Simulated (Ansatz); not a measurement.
LiAlO₂. Charge 0, multiplicity 1. Geometry r2SCAN-D4/def2-TZVP; atoms count from 1.

```csv
atom,x (Å),y (Å),z (Å)
Li1,1.241,0.075,0.227
Al2,-0.947,-0.057,-0.173
O3,0.121,-0.270,-1.401
O4,-0.415,0.252,1.348
```

Another isomer (singlet) lies 0.71 eV lower at PBE0-D4/def2-TZVP; other spin states weren't run for this one.

Q: Estimate the Mulliken populations from the PBE0/def2-TZVP orbitals of Ansatz.

A: 
```tsv
atom	charge (e)
Li1	0.80
Al2	0.53
O3	-0.67
O4	-0.67
```
Mulliken values depend strongly on the basis.

Q: And the Mayer bond orders between heavy atoms (over 0.3)?

A: Al2–O3 1.81 (1.64 Å); Al2–O4 1.81 (1.64 Å).
